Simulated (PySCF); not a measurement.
Q: Give a PBE0-D3(BJ)/def2-SVP geometry of InChI=1S/CH6OSe2Si/c1-2-5(3)4/h3-5H,1H3.

A: 
```xyz
11
CH6OSe2Si angstrom
C      1.6167   -0.8735   -0.1604
O      0.7378    0.0302   -0.7765
Si    -0.5767    0.7255   -0.0539
Se    -2.0312   -0.7968    0.8289
Se    -1.5744    1.7776   -1.7917
H      2.1728   -0.4028    0.6706
H      1.0809   -1.7551    0.2340
H      2.3457   -1.2162   -0.9089
H     -0.1543    1.6310    1.0558
H     -1.4714   -0.6547    2.1842
H     -2.6792    2.2347   -0.9334
```

Any rigid rotation of these coordinates is as good. Atoms count from 1 in this order. Se4 (selenium bonded to Si and H) is bent (angle 92.8°). Si3 (oxygen-bound silicon) is distorted tetrahedral (angles from 102.1° to 114.4°).

Bonds between heavy atoms (Å): C1–O2 1.403, O2–Si3 1.653, Si3–Se4 2.283, Si3–Se5 2.263.

Computed, not measured: PySCF 2.14.0, PBE0-D3(BJ)/def2-SVP geometry optimisation, gas phase.

Point group: C1 (no symmetry element, even within 0.4 Å). No PBE0-D3(BJ)/def2-SVP frequencies stand behind this structure, so it isn't proved a minimum. One conformer, not necessarily the lowest (C1–O2–Si3–Se4 -55°, O2–Si3–Se4–H 98°, O2–Si3–Se5–H 178°).
